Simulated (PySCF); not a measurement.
**Bond curve of IrH**

Set-up: H def2-TZVPP, Ir def2-TZVPP with ECP60; scalar-relativistic core potentials (PySCF 2.14). Energies in eV from H + Ir (5d7 6s2) in their ground configurations at the same level. State: ³Δ (triplet), unpaired electrons σ ↑, δ ↑.

```
R (Å)  UHF-CCSD(T)
1.393       -2.987
1.455       -3.184
1.502       -3.254
1.548       -3.271
1.594       -3.245
1.656       -3.160
1.734       -2.992
1.827       -2.732
```

Question: Put a parabola through the three lowest points of the UHF-CCSD(T) curve and estimate Re, k and ωe (reduced mass 1.003 u; 1 eV/Å² = 0.16022 mdyn/Å; ωe = 1302.8·√(k/μ) cm⁻¹).

Answer: Through R = 1.502, 1.548, 1.594 Å the second-order coefficient is 10.2 eV/Å², so Re ≈ 1.543 Å, k ≈ 3.26 mdyn/Å and ωe ≈ 2347 cm⁻¹. A polynomial fit of higher order to the unrounded UHF-CCSD(T) energies gives Re = 1.542 Å, k = 3.24 mdyn/Å, ωe = 2343 cm⁻¹; anharmonicity and rounding make the difference.

The higher-order fit for each curve: UHF-CCSD(T): Re = 1.542 Å, ωe = 2343 cm⁻¹, De = 3.27 eV.

Correlated steps freeze no core orbitals. These are scalar-relativistic numbers at best; spin–orbit coupling would shift them, the dissociation energy most. With d or f electrons several states lie close, and the lowest PBE0 determinant need not be the measured ground state.
